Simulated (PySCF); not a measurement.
SMILES C(SC)[SiH2]C(=O)O (C3H8O2SSi), singlet, GFN2-xTB optimised geometry.

```
15

C      1.42    -2.01     0.00
S     -0.39    -2.01     0.00
C     -0.72    -0.21     0.00
Si    -0.24     0.62     1.64
C     -0.87     2.43     1.58
O     -1.30     3.03     0.63
O     -0.76     3.00     2.79
H      1.73    -3.03    -0.16
H      1.79    -1.65     0.96
H      1.78    -1.38    -0.81
H     -0.21     0.22    -0.87
H     -1.79    -0.13    -0.18
H      1.22     0.70     1.81
H     -0.86    -0.05     2.78
H     -1.07     3.92     2.77
```

Density from CAM-B3LYP/def2-TZVP (PySCF 2.14.0) at that geometry.

Minimum of the electron density along straight lines between bonded atoms, close to the bond critical point (lines longer than 1.1 times the sum of covalent radii, or with two minima, are not listed):

```json
[
 {"bond": "C1–S2", "length / Å": "1.813", "ρ at the minimum / e bohr⁻³": "0.184", "∇²ρ there / e bohr⁻⁵": "-0.32", "position (fraction from the first atom)": "0.47"},
 {"bond": "S2–C3", "length / Å": "1.826", "ρ at the minimum / e bohr⁻³": "0.177", "∇²ρ there / e bohr⁻⁵": "-0.28", "position (fraction from the first atom)": "0.53"},
 {"bond": "C3–Si4", "length / Å": "1.901", "ρ at the minimum / e bohr⁻³": "0.120", "∇²ρ there / e bohr⁻⁵": "0.14", "position (fraction from the first atom)": "0.61"},
 {"bond": "Si4–C5", "length / Å": "1.918", "ρ at the minimum / e bohr⁻³": "0.115", "∇²ρ there / e bohr⁻⁵": "0.17", "position (fraction from the first atom)": "0.38"},
 {"bond": "C5–O6", "length / Å": "1.205", "ρ at the minimum / e bohr⁻³": "0.432", "∇²ρ there / e bohr⁻⁵": "-0.23", "position (fraction from the first atom)": "0.34"},
 {"bond": "C5–O7", "length / Å": "1.338", "ρ at the minimum / e bohr⁻³": "0.310", "∇²ρ there / e bohr⁻⁵": "-0.61", "position (fraction from the first atom)": "0.34"},
 {"bond": "C1–H8", "length / Å": "1.085", "ρ at the minimum / e bohr⁻³": "0.283", "∇²ρ there / e bohr⁻⁵": "-0.99", "position (fraction from the first atom)": "0.65"},
 {"bond": "C1–H9", "length / Å": "1.086", "ρ at the minimum / e bohr⁻³": "0.284", "∇²ρ there / e bohr⁻⁵": "-1.00", "position (fraction from the first atom)": "0.65"},
 {"bond": "C1–H10", "length / Å": "1.086", "ρ at the minimum / e bohr⁻³": "0.283", "∇²ρ there / e bohr⁻⁵": "-0.99", "position (fraction from the first atom)": "0.65"},
 {"bond": "C3–H11", "length / Å": "1.090", "ρ at the minimum / e bohr⁻³": "0.278", "∇²ρ there / e bohr⁻⁵": "-0.95", "position (fraction from the first atom)": "0.65"},
 {"bond": "C3–H12", "length / Å": "1.090", "ρ at the minimum / e bohr⁻³": "0.278", "∇²ρ there / e bohr⁻⁵": "-0.95", "position (fraction from the first atom)": "0.65"},
 {"bond": "Si4–H13", "length / Å": "1.468", "ρ at the minimum / e bohr⁻³": "0.126", "∇²ρ there / e bohr⁻⁵": "0.17", "position (fraction from the first atom)": "0.49"},
 {"bond": "Si4–H14", "length / Å": "1.461", "ρ at the minimum / e bohr⁻³": "0.128", "∇²ρ there / e bohr⁻⁵": "0.16", "position (fraction from the first atom)": "0.49"},
 {"bond": "O7–H15", "length / Å": "0.974", "ρ at the minimum / e bohr⁻³": "0.346", "∇²ρ there / e bohr⁻⁵": "-2.36", "position (fraction from the first atom)": "0.81"}
]
```
